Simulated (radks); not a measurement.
Values are calculated unless marked as measured or tabulated.
Species: the niobium ion Nb2+. Configuration: [Kr] 4d3 (the NIST ground configuration). Code: a radial shooting solver on a logarithmic mesh with Libxc functionals. Model: scalar-relativistic Kohn-Sham, exchange-only LDA, spin-polarised, spherical densities, point nucleus; open shells are filled with parallel spins first (spin-orbit coupling, left out, can overturn this in heavy ions).

Unscreened Slater integrals over Kohn-Sham orbitals (cm^-1). They are taken over the spin-up orbitals. Empty in this configuration: 5s.

integral,value
"F0(4d,4d)",106170
"F2(4d,4d)",52854
"F4(4d,4d)",34281
"F0(4d,4p)",123290
"F2(4d,4p)",58414
"G1(4d,4p)",71477
"G3(4d,4p)",43265
"F0(4d,4s)",127440
"G2(4d,4s)",49673
"F0(4d,3d)",145010
"F2(4d,3d)",23495
"F4(4d,3d)",9797.9
"G0(4d,3d)",7476.3
"G2(4d,3d)",8270.0
"G4(4d,3d)",6185.0
"F0(4d,5s)",76532
"G2(4d,5s)",18550
"F0(4p,4p)",152410
"F2(4p,4p)",79891
"F0(4p,4s)",160620
"G1(4p,4s)",108420
"F0(4p,3d)",198130
"F2(4p,3d)",44874
"G1(4p,3d)",14456
"G3(4p,3d)",13880
"F0(4p,5s)",81382
"G1(4p,5s)",6606.9
"F0(4s,4s)",170480
"F0(4s,3d)",217630
"G2(4s,3d)",17919
"F0(4s,5s)",82473
"G0(4s,5s)",4206.2
"F0(3d,3d)",461510
"F2(3d,3d)",226360
"F4(3d,3d)",143590
"F0(3d,5s)",88414
"G2(3d,5s)",2255.2
"F0(5s,5s)",65528

Derived for the open shells (J is the average intra-shell exchange parameter used in DFT+U). 4d: Racah B = F2/49 - 5 F4/441 = 690.0 cm^-1, C = 35 F4/441 = 2721 cm^-1, C/B = 3.94, F4/F2 = 0.649, J = (F2 + F4)/14 = 6224 cm^-1.
